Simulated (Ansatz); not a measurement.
Input for Ansatz (a program for electronic structure): R-CCSD(T)/cc-pV(D+d)Z on H4P2 (SMILES PP), a point of a torsion scan. Files ending in .json are basis or fitting sets from the Basis Set Exchange.

Ansatz 0.2 input:
```yaml
crystal:
  periodic: [false, false, false]
  atoms:
    - {symbol: P, position_ang: [-1.05853401, -0.28339292, -0.59803945]}
    - {symbol: P, position_ang: [1.10322746, -0.17010416, -0.44650996]}
    - {symbol: H, position_ang: [-1.34335432, 1.05083850, -0.30847757]}
    - {symbol: H, position_ang: [-1.22922426, -0.68686972, 0.72309634]}
    - {symbol: H, position_ang: [1.17588335, 0.67772015, 0.65854180]}
    - {symbol: H, position_ang: [1.21094913, 0.87870197, -1.35513405]}
basis:
  gaussian:
    orbitals: cc-pV_D+d_Z.json
magnetization: {spin_polarized: false}
correlation: {method: ccsd_t, electrons: outside_noble_gas}
scf: {lower_state_search: off}
```

Output:

```
WARN ansatz: RAYON_NUM_THREADS=1 ignored (pool sized by the plan → 1); use --threads N
Functional definition: HF
these checks for a lower state are left out or cut short: stability, starts, cluster_reference, orbital_swaps, neighbouring_geometries, increment
integrals: 0.04 GiB planned
629 factors; integrals over basis functions are off by at most 1.2e-3 eV
mean field: 0.12 GiB planned
mean field evaluation 1: about -18606.2586 eV, gradient 1.2e1 eV
mean field evaluation 2: about -18606.2959 eV, gradient 1.2e1 eV
mean field evaluation 4: about -18607.1586 eV, gradient 1.2e0 eV
mean field evaluation 8: about -18607.1686 eV, gradient 1.6e-3 eV
mean field -18607.16859926 eV, -683.8008336308 hartree, gradient 8.6e-7 eV, S^2 0.000000; 0 other end points of the search recorded, 0 dependent functions left out
10 core orbitals not correlated
reference -18607.16859926 eV, -683.8008336308 hartree; 7, 7 occupied and 49, 49 virtual orbitals, 629 factors
second order -6.82299841 eV of doubles, -0.00000000 eV of singles
coupled cluster: 0.12 GiB planned
cycle   1  -7.72428826 eV  change   -9.0e-1 eV  update   7.3e-2
cycle   2  -8.05003087 eV  change   -3.3e-1 eV  update   2.5e-2
cycle   3  -8.06875912 eV  change   -1.9e-2 eV  update   6.4e-3
cycle   4  -8.06728942 eV  change    1.5e-3 eV  update   2.2e-3
cycle   5  -8.06672203 eV  change    5.7e-4 eV  update   7.7e-4
cycle   6  -8.06667150 eV  change    5.1e-5 eV  update   2.6e-4
cycle   7  -8.06670626 eV  change   -3.5e-5 eV  update   8.0e-5
cycle   8  -8.06671220 eV  change   -5.9e-6 eV  update   2.4e-5
cycle   9  -8.06670747 eV  change    4.7e-6 eV  update   6.8e-6
perturbative correction -0.23479348 eV, -0.0086285012 hartree
Total energy: -18615.47010020 eV, -684.1059081636 hartree
Checks for a lower state left out: stability, starts, cluster_reference, orbital_swaps, neighbouring_geometries, increment
```

Self-consistency was reached.

Cost: about 1.3 core-seconds (a rough figure).
